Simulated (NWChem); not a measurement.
# arsine (AsH$_{3}$); SMILES [AsH3]

Program: NWChem. All runs use the structure optimised with PBE0/def2-SVP. Gas phase, vertical.

BHandHLYP/aug-cc-pVDZ, full TDDFT puts singlet state 1 at 6.61 eV with oscillator strength 0.150.

Problem. Give the wavelength, the transition dipole and the radiative lifetime of that state in vacuum.

Solution. 
1. λ = 1239.84/6.61 = 188 nm, or 53310 cm⁻¹.
2. f = (2/3) ΔE μ² in atomic units, so μ = √(1.5 f/ΔE) = 0.96 a.u. = 2.45 D.
3. τ = 1.499 s cm⁻² / (f ν²) = 3.5 ns, for a non-degenerate state that emits at the vertical energy.
